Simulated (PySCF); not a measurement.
## Orbital picture of InCl⁺

LDA at R = 2.314 Å; PySCF, scalar-relativistic core potentials, basis sets In def2-TZVPPD with ECP28, Cl def2-TZVPPD. State: ²Σ⁺ (doublet), unpaired electrons σ ↑. Only the outer orbitals are listed, counted within each symmetry, core potentials removing the inner ones.

```tsv
spin	orbital	occ.	ε (eV)	on In (%)	main shells (%)
α	8σ	1	-17.12	52	50 In s, 44 Cl p
α	4π	1	-14.05	6	94 Cl p
α	4π	1	-14.05	6	94 Cl p
α	9σ	1	-13.75	62	45 In s, 38 Cl p, 16 In p
α	5π	0	-8.84	94	93 In p
α	5π	0	-8.84	94	93 In p
α	10σ	0	-6.57	92	80 In p, 9 Cl p
β	8σ	1	-16.64	54	51 In s, 42 Cl p
β	4π	1	-13.86	5	94 Cl p
β	4π	1	-13.86	5	94 Cl p
β	9σ	0	-12.96	61	46 In s, 40 Cl p, 14 In p
β	5π	0	-8.44	94	94 In p
β	5π	0	-8.44	94	94 In p
```

Question: Which are the highest filled and the lowest empty level, where do they sit, and how wide is the gap?

Answer: Highest filled α 9σ at -13.75 eV (in %: 45 In s, 38 Cl p, 16 In p); lowest empty β 9σ at -12.96 eV (in %: 46 In s, 40 Cl p, 14 In p); the gap at LDA is 0.79 eV.

* bond order (Mayer): 1.18
* ⟨S²⟩: 0.752
* charge on In (Mulliken, basis-dependent): 1.03
* charge on In (Löwdin, basis-dependent): 0.89
* dipole moment (positive dipole points towards Cl; it is taken about the centre of mass and depends on that origin): -2.38 D
* polarisability along the bond: 59.7 bohr³
* polarisability across the bond: 32.6 bohr³

Spin–orbit coupling is left out. The state was picked by a PBE0 search and need not be the measured ground state.
